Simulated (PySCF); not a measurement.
**Ne²⁺ (neon, charge +2) across methods**

[He] 2s1 2p4 3d1, one real determinant (an excited configuration). Calculation: PySCF 2.14, in aug-cc-pVQZ-DK; the spin-free X2C one-electron Hamiltonian (Gaussian nucleus). The B2PLYP total includes its PT2 part (frozen core); its orbital energies are those of the SCF part.

```
 method  E (hartree)  mean ε 2p α (eV)  mean ε 2p β (eV)  mean ε 3d α (eV)  Σ⟨r²⟩ (bohr²)   ⟨S²⟩
wB97M-V    -124.1211           -76.369           -68.429           -12.241          9.436  6.001
   BLYP    -124.1606           -70.169           -63.533            -9.670          9.509  6.001
    LDA    -123.3841           -70.397           -62.657            -9.469          9.477  6.001
 r2SCAN    -124.1253           -71.947           -63.831            -9.687          9.495  6.001
   PBE0    -124.0594           -74.254           -65.791           -10.497          9.487  6.001
    UHF   -123.85503           -85.072           -72.127           -12.321          9.468  6.001
    PBE    -124.0630           -70.396           -63.142            -9.776          9.503  6.001
 B2PLYP    -124.0887           -78.187           -68.559           -11.098          9.481  6.001
```

(1) Estimate the same row for r2SCANh.

⟨L²⟩ = 8.00 against 12 for a pure F term, so this real determinant mixes terms. The outer electron is Rydberg-like, and this basis confines it to a smaller radius and binds it less than a complete one would.

## Answers

(1) E (hartree) = -124.1190; mean ε 2p α (eV) = -73.316; mean ε 2p β (eV) = -64.811; mean ε 3d α (eV) = -9.971; Σ⟨r²⟩ (bohr²) = 9.488; ⟨S²⟩ = 6.001.
